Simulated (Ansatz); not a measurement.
Molecule: C4H4N, charge -1, multiplicity 1. It need not be the lowest isomer of its formula. Whether it binds its extra electron was not tested at this geometry. 
Coordinates optimised at B3LYP-D3(BJ)/def2-TZVP (Ansatz, a program for electronic structure):
SMILES: C=[C-]CC#N
```xyz
9

C     -1.7025     0.4086     0.0561
C     -1.1455    -0.5896     0.7564
C      0.3716    -0.7989     0.5777
C      1.1002     0.1033    -0.3416
N      1.5415     0.8731    -1.0842
H     -2.7736     0.6073     0.1400
H     -1.1785     1.0911    -0.6330
H      0.5562    -1.8233     0.2362
H      0.8626    -0.7275     1.5544
```
Charge -1, spin multiplicity 1.

Parts of the frozen-core correlation energy in cc-pVDZ (Ansatz, hartree). Frozen orbitals: 5; correlated occupied orbitals by spin: 13 and 13; virtual: 72 and 72. No spin-orbit coupling. No relativistic terms.

```tsv
term	value
reference (HF)	-208.16398
MP2 opposite-spin	?
MP2 same-spin	?
CCSD correlation	-0.72149
(T)	?
T1 diagnostic	0.015
largest doubles amplitude	0.076
```

**Question.** What belongs in the gaps?

**Answer.** 
- MP2 opposite-spin, value: -0.51029
- MP2 same-spin, value: -0.17542
- (T), value: -0.02968
